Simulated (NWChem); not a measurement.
System: C3H7NO; SMILES OC/C=N\C

Here is an NWChem input.

```
start job
memory heap 200 mb stack 900 mb global 1100 mb
geometry units angstroms noautosym nocenter noautoz
  C     -0.530244     2.019738     0.120752
  N      0.700116     1.293718    -0.030560
  C      0.713375     0.033284    -0.139742
  C     -0.430687    -0.956487    -0.130485
  O      0.011281    -2.260629     0.120029
  H     -0.705773     2.611618    -0.793433
  H     -1.438200     1.417131     0.310215
  H     -0.419880     2.751556     0.937041
  H      1.695740    -0.453917    -0.282527
  H     -1.224146    -0.639313     0.574838
  H     -0.898693    -0.968927    -1.130634
  H      0.397868    -2.281474     1.001636
end
basis spherical
  * library pcsseg-1
end
dft
  xc pbe0
  iterations 150
end
property
  shielding
  efieldgrad
end
task dft property
```

Output (shortened):

```
             Northwest Computational Chemistry Package (NWChem) 7.3.0
             --------------------------------------------------------

                             Geometry "geometry" -> ""
                             -------------------------

 Output coordinates in angstroms (scale by  1.889725989 to convert to a.u.)

  No.       Tag          Charge          X              Y              Z
 ---- ---------------- ---------- -------------- -------------- --------------
    1 C                    6.0000    -0.53024400     2.01973800     0.12075200
    2 N                    7.0000     0.70011600     1.29371800    -0.03056000
    3 C                    6.0000     0.71337500     0.03328400    -0.13974200
    4 C                    6.0000    -0.43068700    -0.95648700    -0.13048500
    5 O                    8.0000     0.01128100    -2.26062900     0.12002900
    6 H                    1.0000    -0.70577300     2.61161800    -0.79343300
    7 H                    1.0000    -1.43820000     1.41713100     0.31021500
    8 H                    1.0000    -0.41988000     2.75155600     0.93704100
    9 H                    1.0000     1.69574000    -0.45391700    -0.28252700
   10 H                    1.0000    -1.22414600    -0.63931300     0.57483800
   11 H                    1.0000    -0.89869300    -0.96892700    -1.13063400
   12 H                    1.0000     0.39786800    -2.28147400     1.00163600

 Effective nuclear repulsion energy (a.u.)     173.6618458320

                              NWChem Property Module
                              ----------------------

  itol2e modified to match energy
  convergence criterion.

                                 NWChem DFT Module
                                 -----------------

 Summary of "ao basis" -> "ao basis" (spherical)
 ------------------------------------------------------------------------------
       Tag                 Description            Shells   Functions and Types
 ---------------- ------------------------------  ------  ---------------------
 C                          pcsseg-1                 7       17   3s3p1d
 N                          pcsseg-1                 7       17   3s3p1d
 O                          pcsseg-1                 7       17   3s3p1d
 H                          pcsseg-1                 3        5   2s1p

  itol2e modified to match energy
  convergence criterion.

            General Information
            -------------------
          SCF calculation type: DFT
          Wavefunction type:  closed shell.
          No. of atoms     :    12
          No. of electrons :    40
           Alpha electrons :    20
            Beta electrons :    20
          Charge           :     0
          Spin multiplicity:     1
          Use of symmetry is: off; symmetry adaption is: off
          Maximum number of iterations: 150
          AO basis - number of functions:   120
                     number of shells:    56
          Convergence on energy requested:  1.00D-07
          Convergence on density requested:  1.00D-05
          Convergence on gradient requested:  5.00D-04

              XC Information
              --------------
                         PBE0 Method XC Functional
                     Hartree-Fock (Exact) Exchange  0.250
          PerdewBurkeErnzerhof Exchange Functional  0.750
            Perdew 1991 LDA Correlation Functional  1.000 local
           PerdewBurkeErnz. Correlation Functional  1.000 non-local

[...]

          -----------------------------------------
          Chemical Shielding Tensors (GIAO, in ppm)
          -----------------------------------------

                                NWChem CPHF Module
                                ------------------

  scftype          =     RHF
  nclosed          =       20
  nopen            =        0
  variables        =     2000
  # of vectors     =        3
  tolerance        = 0.10D-03
  level shift      = 0.00D+00
  max iterations   =       50
  max subspace     =       30

 SCF residual:    2.9146891398283232E-005

Iterative solution of linear equations
  No. of variables     2000
  No. of equations        3
  Maximum subspace       30
        Iterations       50
       Convergence  1.0D-04

   iter   nsub   residual    time
   ----  ------  --------  ---------
     1      3    8.23D-01     179.8
     2      6    8.63D-02     194.1
     3      9    3.25D-03     208.8
     4     12    2.06D-04     223.3
     5     15    1.39D-05     237.7

      Atom:    1  C
        Diamagnetic
    255.5006     -6.7765     -1.6932
     -6.7765    248.7518      0.8099
     -1.6932      0.8099    241.6395

        Paramagnetic
    -94.7939    -14.9179     -4.4668
    -14.9179   -116.5541      4.2304
     -4.4668      4.2304   -105.6910

        Total Shielding Tensor
    160.7067    -21.6945     -6.1600
    -21.6945    132.1976      5.0404
     -6.1600      5.0404    135.9484

           isotropic =     142.9509
          anisotropy =      46.5984

          Principal Components and Axis System
                 1           2           3
              174.0165    134.5006    120.3356

      1         0.8594      0.2266      0.4584
      2        -0.4701     -0.0028      0.8826
      3        -0.2013      0.9740     -0.1041

      Atom:    2  N
        Diamagnetic
    329.4032    -16.2870     -2.1133
    -16.2870    339.1609      2.4935
     -2.1133      2.4935    316.8602

        Paramagnetic
   -596.1737    189.7175     46.1642
    189.7175   -690.1101    -54.3964
     46.1642    -54.3964    -50.7421

        Total Shielding Tensor
   -266.7704    173.4306     44.0509
    173.4306   -350.9492    -51.9029
     44.0509    -51.9029    266.1181

           isotropic =    -117.2005
          anisotropy =    -564.3259

          Principal Components and Axis System
                 1           2           3
             -493.4178    272.2271   -130.4108

      1        -0.6162      0.0601      0.7853
      2         0.7826     -0.0662      0.6190
      3         0.0892      0.9960     -0.0062

      Atom:    3  C
        Diamagnetic
    252.8686      7.8934     -1.1429
      7.8934    270.1457      1.3075
     -1.1429      1.3075    234.8541

        Paramagnetic
   -336.9128     17.4934     18.8210
     17.4934   -245.7547    -10.0250
     18.8210    -10.0250   -145.5271

        Total Shielding Tensor
    -84.0442     25.3868     17.6781
     25.3868     24.3909     -8.7176
     17.6781     -8.7176     89.3271

           isotropic =       9.8913
          anisotropy =    -152.4183

          Principal Components and Axis System
                 1           2           3
              -91.7209     91.7022     29.6925

      1         0.9698      0.0859      0.2282
      2        -0.2199     -0.0960      0.9708
      3        -0.1053      0.9917      0.0743

      Atom:    4  C
        Diamagnetic
    243.4641      1.8015      0.0583
      1.8015    259.3986     -1.6446
      0.0583     -1.6446    235.6200

        Paramagnetic
   -130.4868    -10.5901      4.2457
    -10.5901   -117.3114    -13.8178
      4.2457    -13.8178   -121.1299

        Total Shielding Tensor
    112.9772     -8.7887      4.3040
     -8.7887    142.0872    -15.4623
      4.3040    -15.4623    114.4901

           isotropic =     123.1848
          anisotropy =      42.4669

          Principal Components and Axis System
                 1           2           3
              151.4961    110.5296    107.5288

      1        -0.2461      0.9634     -0.1061
      2         0.8838      0.2680      0.3835
      3        -0.3979     -0.0006      0.9174

      Atom:    5  O
        Diamagnetic
    380.1524     -8.3922      9.2265
     -8.3922    395.7694     -6.7458
      9.2265     -6.7458    389.3467

        Paramagnetic
    -66.4737      9.2837     18.2515
      9.2837    -93.2906      5.3276
     18.2515      5.3276    -60.6356

        Total Shielding Tensor
    313.6787      0.8915     27.4781
      0.8915    302.4788     -1.4182
     27.4781     -1.4182    328.7111

           isotropic =     314.9562
          anisotropy =      52.1002

          Principal Components and Axis System
                 1           2           3
              349.6897    302.7174    292.4615

      1         0.6064      0.1306      0.7844
      2        -0.0124      0.9879     -0.1548
      3         0.7951     -0.0841     -0.6006

      Atom:    6  H
        Diamagnetic
     25.5541     -4.4382      3.2237
     -4.4382     30.1121     -6.8955
      3.2237     -6.8955     31.3483

        Paramagnetic
      1.0191      2.8598     -1.9927
      2.8598     -1.6689      4.1224
     -1.9927      4.1224     -2.8087

        Total Shielding Tensor
     26.5732     -1.5783      1.2310
     -1.5783     28.4432     -2.7731
      1.2310     -2.7731     28.5396

           isotropic =      27.8520
          anisotropy =       6.2113

          Principal Components and Axis System
                 1           2           3
               31.9929     26.0368     25.5264

      1         0.3444      0.7405      0.5771
      2        -0.6683     -0.2384      0.7047
      3         0.6594     -0.6283      0.4128

      Atom:    7  H
        Diamagnetic
     36.4373      2.7839     -3.0574
      2.7839     29.2314     -0.5863
     -3.0574     -0.5863     21.1414

        Paramagnetic
     -5.1983     -2.7117      1.8752
     -2.7117     -0.1357      0.6380
      1.8752      0.6380      3.0656

[...]
```

Level: PBE0/pcSseg-1, GIAO. Geometry: optimised at PBE0/def2-SVP. NWChem prints the field gradient with the sign opposite to the second derivative of the potential. The printed shielding anisotropy is the first printed principal value minus the mean of the other two.
